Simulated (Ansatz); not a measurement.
F5V, charge -1, doublet, geometry from GFN2-xTB (such geometries of metal compounds can be far from the true shape) (the multiplicity is a formal guess) (a gas-phase anion, which may not be bound at this level). Base run: HF/pcseg-1 run with Ansatz (a quantum-chemistry and plane-wave program).

Here is a job for Ansatz.
Ansatz 0.2 input:
```yaml
crystal:
  periodic: [false, false, false]
  atoms:
    - {symbol: V, position_ang: [-0.04400131, 0.01663106, 0.05716659]}
    - {symbol: F, position_ang: [1.15069488, -0.70721391, 1.22506816]}
    - {symbol: F, position_ang: [-1.27335509, 0.75357547, -1.06570778]}
    - {symbol: F, position_ang: [0.30892726, 1.53062156, 0.64915148]}
    - {symbol: F, position_ang: [1.02144574, -0.38607311, -1.32706432]}
    - {symbol: F, position_ang: [-1.09526499, -1.23341159, 0.37246005]}
basis:
  gaussian:
    orbitals: pcseg-1.json
hamiltonian:
  xc: hf
total_charge: -1
magnetization: {spin_polarized: true, initial_magnetization: 1}
```
The basis file holds pcseg-1 in the JSON format of the Basis Set Exchange.

Variants of this job, named by their change:

```json
[
 {"change": "base", "ΔE vs base (mEh)": "0.000"},
 {"change": "point_charge = charge:0.5 position_ang:-4.6031, -1.2292, 0.6801", "ΔE vs base (mEh)": "-52.862"},
 {"change": "point_charge = charge:-1.0 position_ang:-4.1097, -1.6874, -1.8752", "ΔE vs base (mEh)": "108.3"},
 {"change": "accuracy = high", "ΔE vs base (mEh)": "-0.025"},
 {"change": "lower_state_search = off", "ΔE vs base (mEh)": "0.000"},
 {"change": "point_charge = charge:1.0 position_ang:2.5744, 2.5069, 3.2104", "ΔE vs base (mEh)": "-111.0"},
 {"change": "lower_state_search = full", "ΔE vs base (mEh)": "0.000"},
 {"change": "forces = on", "ΔE vs base (mEh)": "0.000"},
 {"change": "fitting.mean_field = def2-universal-JKFIT", "ΔE vs base (mEh)": "0.179"},
 {"change": "nuclear_model = gaussian", "ΔE vs base (mEh)": "1.891"},
 {"change": "lower_state_search = light", "ΔE vs base (mEh)": "0.000"}
]
```

A gas-phase anion may not be bound at this level; its values then depend on the basis.
